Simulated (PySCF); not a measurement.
Simulated F 1s region for `N#C[C@H](F)C(F)F`, binding energy against the vacuum level.

Every computed line was given a Gaussian of 0.6 eV full width at half maximum and an area set by the number of equivalent atoms; the highest printed point is 100. The calculation used PySCF, delta-SCF UKS SCAN, pcX-2 on the ionised atom, pcseg-1 elsewhere, spin-free X2C.

binding energy (eV), intensity and a bar:
```
    693.1          0 
    693.2          1 
    693.3          2 
    693.4          4 #
    693.5          9 ###
    693.6         18 #####
    693.7         32 #########
    693.8         49 ###############
    693.9         69 #####################
    694.0         86 ##########################
    694.1         98 #############################
    694.2        100 ##############################
    694.3         91 ###########################
    694.4         73 ######################
    694.5         51 ###############
    694.6         31 #########
    694.7         16 #####
    694.8          7 ##
    694.9          3 #
    695.0          1 
    695.1          0
```

Problem. How many maxima does the curve show, and how many computed lines lie under it?

Solution. The curve has 1 maximum (at 694.2 eV). Under it lie 3 lines from 3 inequivalent fluorine sites. At this width some lines have no maximum of their own.

Problem. Decompose the envelope and assign each component. Numbering: `[N:1]#[C:2][C@H:3]([F:4])[CH:5]([F:6])[F:7]`.

Solution. 
```tsv
position (eV)	relative area	line	atoms	environment
693.95	1	F 1s	F4	alkyl fluorine
694.24	1	F 1s	F6	fluorine of a CF2 group
694.25	1	F 1s	F7	fluorine of a CF2 group
```

The listed F 1s values span 0.30 eV, from F4 (bonded to C) to F7 (bonded to C). The widest gap between neighbouring values is 0.29 eV, between 693.95 and 694.24 eV. Summing the Pauling electronegativity differences to the bonded atoms, each weighted by its formal bond order, gives -1.43 for the lowest site and -1.43 for the highest; the sum is the same at every site. The values 694.24 and 694.25 eV lie too close for their order to be trusted.

Shake-up satellites, vibrational structure and lifetime widths aren't simulated. Isolated species at its GFN2-xTB geometry (one conformer only).

Conformer computed: `[N:1]#[C:2][C@H:3]([F:4])[CH:5]([F:6])[F:7]`: C2–C3–C5–F6 -170°.
